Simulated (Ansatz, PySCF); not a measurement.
Energy difference R1 → P1, each structure at its B3LYP-D3(BJ)/def2-TZVP stationary point, reached from a drawn start; harmonic modes at that level show minima.
R1, CHN (SMILES [C-]#[NH+]) (charge 0, multiplicity 1):
| atom | x (Å) | y (Å) | z (Å) |
|---|---|---|---|
| H | 0.0000 | 0.0000 | -1.0530 |
| N | 0.0000 | 0.0000 | -0.0555 |
| C | 0.0000 | 0.0000 | 1.1086 |
P1, CHN (SMILES C#N) (charge 0, multiplicity 1):
```csv
atom,x (Å),y (Å),z (Å)
C,0.0203,0.0061,-0.0159
N,-0.8564,-0.2569,0.6740
H,0.8361,0.2509,-0.6581
```

P less R. No zero-point or thermal terms.

Frozen-core correlation throughout.

Run with Ansatz (Gaussian orbitals); PySCF for the D3/D4 terms. All values are computed, each at the level named.

Question: One of these levels gives -13.64 kcal/mol for the reaction energy. Which?
(A) HF/cc-pVTZ
(B) PBE0-D3(BJ)/def2-TZVPP
(C) SCS-MP2/cc-pVDZ
(D) HF/cc-pVDZ

Answer: B, PBE0-D3(BJ)/def2-TZVPP. The others give -11.05 (HF/cc-pVDZ), -10.23 (HF/cc-pVTZ), -17.89 (SCS-MP2/cc-pVDZ)

Ansatz is a program for electronic structure.
